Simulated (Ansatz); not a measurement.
Ansatz (a program for electronic structure) input (CCSD(T)/pcseg-3): A basis named .json is the Basis Set Exchange file of that set (core-valence sets with the plain set on hydrogen).

Ansatz 0.2 input:
```yaml
crystal:
  periodic: [false, false, false]
  atoms:
    - {symbol: O, position_ang: [1.36185604, -0.14860171, -0.35687594]}
    - {symbol: S, position_ang: [0.16703457, -0.00768004, 0.40478800]}
    - {symbol: F, position_ang: [-0.63440715, 1.23198408, -0.22845242]}
    - {symbol: F, position_ang: [-0.87308190, -1.08624028, -0.17394763]}
basis:
  gaussian:
    orbitals: pcseg-3.json
magnetization: {spin_polarized: false}
correlation: {method: ccsd_t, electrons: outside_noble_gas}
output: {forces: true}
```

Output:

```
Functional definition: HF
integrals: 1.48 GiB planned
1672 factors; integrals over basis functions are off by at most 4.5e-4 eV
mean field: 1.20 GiB planned
mean field evaluation 1: about -18264.8746 eV, gradient 5.1e1 eV
mean field evaluation 2: about -18265.0494 eV, gradient 5.2e1 eV
mean field evaluation 4: about -18269.4698 eV, gradient 4.3e0 eV
mean field evaluation 8: about -18269.5339 eV, gradient 6.7e-1 eV
mean field evaluation 16: about -18264.8746 eV, gradient 5.1e1 eV
mean field -18269.53534318 eV, -671.3930403262 hartree, gradient 2.5e-6 eV, S^2 0.000000; 0 other end points of the search recorded, 0 dependent functions left out
8 core orbitals not correlated
reference -18269.53534318 eV, -671.3930403262 hartree; 13, 13 occupied and 223, 223 virtual orbitals, 1672 factors
densities: 5.78 GiB planned
second order -27.21680165 eV of doubles, -0.00000000 eV of singles
coupled cluster: 5.27 GiB planned
cycle   1  -26.17210794 eV  change     1.0e0 eV  update   1.3e-1
cycle   2  -26.86880825 eV  change   -7.0e-1 eV  update   4.7e-2
cycle   3  -27.03332956 eV  change   -1.6e-1 eV  update   2.2e-2
cycle   4  -27.00429243 eV  change    2.9e-2 eV  update   6.2e-3
cycle   5  -26.99823427 eV  change    6.1e-3 eV  update   3.0e-3
cycle   6  -27.00157844 eV  change   -3.3e-3 eV  update   9.1e-4
cycle   7  -27.00139673 eV  change    1.8e-4 eV  update   3.7e-4
cycle   8  -27.00114546 eV  change    2.5e-4 eV  update   8.3e-5
cycle   9  -27.00118868 eV  change   -4.3e-5 eV  update   3.7e-5
cycle  10  -27.00121214 eV  change   -2.3e-5 eV  update   1.3e-5
cycle  11  -27.00119012 eV  change    2.2e-5 eV  update   4.8e-6
perturbative correction -1.15019319 eV, -0.0422688203 hartree
the calculation of the forces begins
Total energy: -18297.68672650 eV, -672.4275845814 hartree
Atom 0 at     1.361856    -0.148602    -0.356876 Å, force    -0.374436     0.043818     0.224062 eV/Å
Atom 1 at     0.167035    -0.007680     0.404788 Å, force    -0.329368     0.018198    -0.668273 eV/Å
Atom 2 at    -0.634407     1.231984    -0.228452 Å, force     0.297464    -0.559761     0.234537 eV/Å
Atom 3 at    -0.873082    -1.086240    -0.173948 Å, force     0.406340     0.497744     0.209674 eV/Å
Dipole moment:    -0.086437     0.016925     0.341338 e Å
```
